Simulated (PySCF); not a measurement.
BrF₂GeHO, SMILES [OH][Ge]([F])([F])[Br]. Geometry: PBE-D3(BJ)/def2-SVP. The structure was generated by enumeration, and PubChem lists no compound with its InChIKey, so it may never have been made. The values are those of a single conformer.

The numbers are results of PBE-D3(BJ)/def2-SVP in PySCF, not measurements.

Harmonic wavenumbers (cm⁻¹): 84, 147, 163, 222, 235, 242, 334, 683, 722, 739, 907, 3700. Rotational constants (GHz): 3.440, 1.255, 1.243; symmetry number 1.

### Question
Work out the zero-point energy and the ideal-gas rigid-rotor harmonic-oscillator thermochemistry at 298.15 K and 1 atm.

### Answer
ZPE = ½ Σ hcν = ½ × 8179 cm⁻¹ = 11.69 kcal/mol. H − E(el) = 16.77 kcal/mol. Entropy in cal/(mol K): translation 41.89, rotation 28.48, vibration 16.84, total 87.22. G − E(el) = -9.23 kcal/mol. Cp = 23.58 cal/(mol K). Modes under 150 cm⁻¹ make the vibrational entropy uncertain.
